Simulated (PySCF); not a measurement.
Si(Me)(OH)(NH2)2 (CH8N2OSi), SMILES C[Si](N)(N)O.

Coordinates come from a PBE-D3(BJ)/def2-SVP optimisation. Other conformers were not sampled.

Two levels are set side by side: TDDFT-PBE/def2-SVPD (PySCF) and TDDFT-LC-ωPBE/def2-SVPD (PySCF). Vertical, same geometry. The lowest singlet is HOMO→LUMO 99 % with PBE and HOMO→LUMO 72 %, HOMO−1→LUMO+2 12 % with the other functional; states are paired by order. Differences are taken from unrounded values.

```csv
quantity,TDDFT-LC-ωPBE,TDDFT-PBE,TDDFT-PBE minus TDDFT-LC-ωPBE
lowest singlet excitation (eV),7.16,5.42,-1.74
lowest triplet excitation (TDA) (eV),6.76,5.26,-1.50
first bright state (f over 0.05) (eV),7.33,5.63,-1.71
its oscillator strength,0.09,0.06,-0.03
```

A lower first singlet is the usual sign of a functional without exact exchange. Differences between two approximate levels are no errors against the true value.

Rough cost on one machine, each run with all the roots and properties that it gave: TDDFT-LC-ωPBE against TDDFT-PBE about 6 times.
